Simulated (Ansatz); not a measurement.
A search over several starts for the lowest SCF solution of GeCl₂O₂H₂⁻, that is Ge(OH)2Cl2 with one electron more at the given spin, in a small basis.

```yaml
crystal:
  periodic: [false, false, false]
  atoms:
    - {symbol: Ge, position_ang: [-0.098758, 0.002062, -0.069158]}
    - {symbol: O, position_ang: [-0.027998, 0.058655, 1.671824]}
    - {symbol: H, position_ang: [-0.835407, -0.262501, 2.090305]}
    - {symbol: O, position_ang: [1.559470, -0.089726, -0.599333]}
    - {symbol: H, position_ang: [1.685571, 0.244968, -1.495018]}
    - {symbol: Cl, position_ang: [-1.034501, 1.738948, -0.902164]}
    - {symbol: Cl, position_ang: [-1.248377, -1.692395, -0.696456]}
basis:
  gaussian: {orbitals: def2-SVP}
total_charge: -1
magnetization: {spin_polarized: true, initial_magnetization: 1}
hamiltonian: {xc: pbe0, dispersion: d4}
output: {orbitals: {seedname: orbitals}}
```

```sh
$ ansatz run in.yaml --threads 4 --pin off --events-out ev --progress --plain --max-ram 3916MiB
```

Shortened log:

```
Functional definition: PBE0
991 factors; integrals over basis functions are off by at most 9.4e-4 eV
mean field evaluation 1: about -85650.9377 eV, gradient 3.3e1 eV
mean field evaluation 2: about -85642.4039 eV, gradient 5.9e1 eV
mean field evaluation 4: about -85654.8644 eV, gradient 2.0e0 eV
mean field evaluation 8: about -85654.9826 eV, gradient 1.7e-1 eV
mean field evaluation 16: about -85654.9830 eV, gradient 3.6e-4 eV
mean field -85654.98303586 eV, -3147.7625675350 hartree, gradient 3.8e-5 eV, S^2 0.751840; 0 other end points of the search recorded, 0 dependent functions left out
reference -85654.98306082 eV, -3147.7625684524 hartree; 43, 42 occupied and 63, 64 virtual orbitals, 991 factors
Total energy: -85655.18013392 eV, -3147.7698107553 hartree
```

Run time 2.9 s (4 threads of Arm Neoverse V1 on a shared host).

The highest occupied level of the charge -1 doublet lies above zero (up to 3.19 eV). Energy differences disagree on whether the electron is bound (positive means bound): -0.74 eV (vertical, against the charge 0 singlet, at LC-ωPBE (ω = 0.30 bohr⁻¹)/def2-TZVP), but 0.22 eV at PBE-D4/def2-TZVPD.
